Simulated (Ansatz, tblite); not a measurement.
Removing an electron: SbH2(iPr) (C₃H₉Sb). The state is a singlet with charge 0. Geometry: r2SCAN-D4/def2-SVP. Ansatz, gas phase; energy differences of separate SCF runs; the oxidised species was run as a doublet alone.

```csv
atom,x (Å),y (Å),z (Å)
Sb1,0.459,-1.721,-1.141
H2,-0.974,-1.743,-2.093
H3,1.313,-0.926,-2.405
C4,-0.089,0.190,-0.151
C5,1.141,0.799,0.514
C6,-1.226,-0.046,0.836
H7,-0.434,0.849,-0.965
H8,1.949,1.002,-0.207
H9,1.548,0.138,1.298
H10,0.885,1.757,1.001
H11,-1.516,0.900,1.328
H12,-2.126,-0.453,0.348
H13,-0.931,-0.747,1.636
```

In the def2 sets Sb takes a core potential; there is no spin–orbit coupling. The xTB rows come from tblite.

```csv
level,−HOMO (eV),vertical IE (eV),−LUMO (eV),HOMO–LUMO gap (eV)
GFN1-xTB,10.98,14.11,5.92,5.05
GFN2-xTB,9.96,12.85,5.63,4.33
PBE-D4/def2-TZVP,5.85,8.68,1.08,4.76
r2SCAN-D4/def2-TZVP,6.06,8.71,0.83,5.23
PBE0-D4/def2-TZVP,6.84,8.79,0.33,6.51
```

 Raw xTB energy differences between charge states are shifted by several eV; the methods need an empirical correction for them.
